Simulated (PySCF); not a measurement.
Isomers of C3H9NSi2, one GFN2-xTB conformer each. Single-point energies are computed at PBE0/pcSseg-1 (PySCF, gas phase, no added dispersion term), electronic only.

| SMILES | GFN2-xTB relative energy (kcal/mol) |
| --- | --- |
| C#C[Si@@H]([SiH3])NC | 18.3 |
| N#CCC([SiH3])[SiH3] | 0.0 |

Conformers: `[CH:1]#[C:2][Si@@H:3]([SiH3:4])[NH:5][CH3:6]` with C2–Si3–N5–C6 -76°; `[N:1]#[C:2][CH2:3][CH:4]([SiH3:5])[SiH3:6]` with C2–C3–C4–Si5 -167°.

Question: What does PBE0/pcSseg-1 give for the same structures?

Answer: 
| SMILES | PBE0/pcSseg-1 E (Eh) | PBE0/pcSseg-1 (kcal/mol) | GFN2-xTB (kcal/mol) | point group |
| --- | --- | --- | --- | --- |
| N#CCC([SiH3])[SiH3] | -752.94054 | 0.0 | 0.0 | C1 |
| C#C[Si@@H]([SiH3])NC | -752.91656 | 15.0 | 18.3 | C1 |

Both levels put the same isomer lowest. As drawn, the lower has a C≡N group, which the higher lacks; the higher has a C≡C bond, an N–H bond and an Si–Si bond, which the lower lacks.

Question: Which frontier levels, dipoles and rotational constants go with these structures?

Answer: 
```json
{"SMILES": "N#CCC([SiH3])[SiH3]", "HOMO (eV, PBE0/pcSseg-1)": "-8.86", "LUMO (eV)": "-0.14", "dipole (D)": "3.51", "A, B, C (MHz)": "3117, 1433, 1046"}
{"SMILES": "C#C[Si@@H]([SiH3])NC", "HOMO (eV, PBE0/pcSseg-1)": "-6.89", "LUMO (eV)": "-0.46", "dipole (D)": "1.31", "A, B, C (MHz)": "2161, 1805, 1183"}
```
